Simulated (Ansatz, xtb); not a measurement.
## Cl2FHNOSi: which of two isomers lies lower

Structure a: `[NH]O[Si](F)(Cl)Cl`, a doublet. Structure b: `[O]N[Si](F)(Cl)Cl`, a doublet. Both are isolated molecules in the gas phase, relaxed with PBE0-D3(BJ)/def2-SVP; the shapes shown needn't be the lowest conformers.

a (Å):

```xyz
7

Cl    0.4664   -1.5690    0.8963
Cl   -1.6591   -0.7039   -1.5276
F    -2.4406   -2.1561    0.9377
N    -1.1458    1.4328    1.0835
O    -1.8890    0.3267    1.3401
Si   -1.4275   -1.0182    0.4554
H    -1.5793    2.1272    1.7115
```

b (Å):

```xyz
7

Cl    0.6797   -1.1308    0.7882
Cl   -1.6898   -0.8408   -1.5141
F    -2.1715   -1.8755    1.2399
N    -1.7824    0.7477    1.1701
O    -1.2540    1.8326    0.7634
Si   -1.2882   -0.7768    0.4693
H    -2.4937    0.8164    1.9102
```

Which of the two would you expect CCSD(T)/def2-SVP + ΔMP2/def2-TZVPP electronic energies to favour?

Not settled: CCSD(T)/def2-SVP + ΔMP2/def2-TZVPP gives E(b) − E(a) = +0.112 eV, but this leans on the basis-set step: CCSD(T) alone gives +0.027 eV.

How the difference moves with the method:

| level | geometry | E(b) − E(a) (eV) | departure from the last row (eV) | job, with rough time for the two |
| --- | --- | --- | --- | --- |
| GFN2-xTB | GFN2-xTB | +0.092 | −0.020 | optimisation, 0.24 s |
| HF/STO-3G | GFN2-xTB | −0.309 | −0.421 | single point, 0.66 s |
| r2SCAN-D4/def2-SVP | GFN2-xTB | −0.233 | −0.345 | single point, 4.3 s |
| PBE0-D3(BJ)/def2-SVP | PBE0-D3(BJ)/def2-SVP | −0.187 | −0.299 | optimisation, 64 s |
| HF/def2-SVP | PBE0-D3(BJ)/def2-SVP | +0.074 | −0.037 | part of the CCSD(T) run |
| MP2/def2-SVP | PBE0-D3(BJ)/def2-SVP | +0.070 | −0.041 | part of the CCSD(T) run |
| CCSD(T)/def2-SVP | PBE0-D3(BJ)/def2-SVP | +0.027 | −0.085 | single point |
| CCSD(T)/def2-SVP + ΔMP2/def2-TZVPP | PBE0-D3(BJ)/def2-SVP | +0.112 |  | single point, 50 s |

As drawn, b has 1 N–Si in place of 1 O–Si.

HF/STO-3G, r2SCAN-D4/def2-SVP, PBE0-D3(BJ)/def2-SVP put the two in the other order. The largest departure from CCSD(T)/def2-SVP + ΔMP2/def2-TZVPP is that of HF/STO-3G, 0.421 eV. The last row adds to CCSD(T) the change of the MP2 difference between the two basis sets, here +0.085 eV.

With harmonic frequencies from PBE0-D3(BJ)/def2-SVP (ideal gas, rigid rotor, one conformer each, 298.15 K, 1 atm): the zero-point term adds +0.018 eV; ΔH is +0.127 and ΔG +0.125 eV.

Open shells are spin-unrestricted. The correlated steps freeze 18 core orbitals. Programs: Ansatz 0.2.0, xtb 6.7.1; the last row on 2 threads of Intel(R) Xeon(R) 6975P-C (Granite Rapids) on a shared host.
